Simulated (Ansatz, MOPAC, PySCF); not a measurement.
System: SiOF2 (charge 0, singlet). SMILES: [Si](F)(=O)F
Geometry: optimised at B3LYP-D3(BJ)/def2-TZVP (Ansatz, a first-principles code).

Wanted: size of the dipole moment, in D. Terms: non-relativistic; dispersion terms only where a functional's name holds one; six Cartesian d functions in 6-31G* and its kin unless marked 5d; PM7 with its own dispersion and hydrogen-bond terms; spin-orbit terms left out. Ab initio and DFT rows: single points at B3LYP-D3(BJ) geometries (Ansatz). Semi-empirical rows: dipoles at the shared geometry.

```csv
level,program,size of the dipole moment (D)
PM7,MOPAC,0.51
SVWN5/6-31G*,Ansatz,2.08
PBE/STO-3G,Ansatz,1.51
PBE/3-21G,Ansatz,1.56
PBE/6-31G*,Ansatz,2.08
B3LYP/6-31G*,Ansatz,2.19
M06-2X/6-31G* (5d),PySCF,2.32
```

No value to compare with is used here. The 7 habitual levels span 0.51 (PM7) to 2.32 D (M06-2X/6-31G* (5d)).

The levels are drawn from those run, B3LYP/6-31G* more often than the rest, none by its result; left out are runs that failed, that the program found above a lower state of the same kind, or whose <S^2> lies over 0.5 above the pure value.
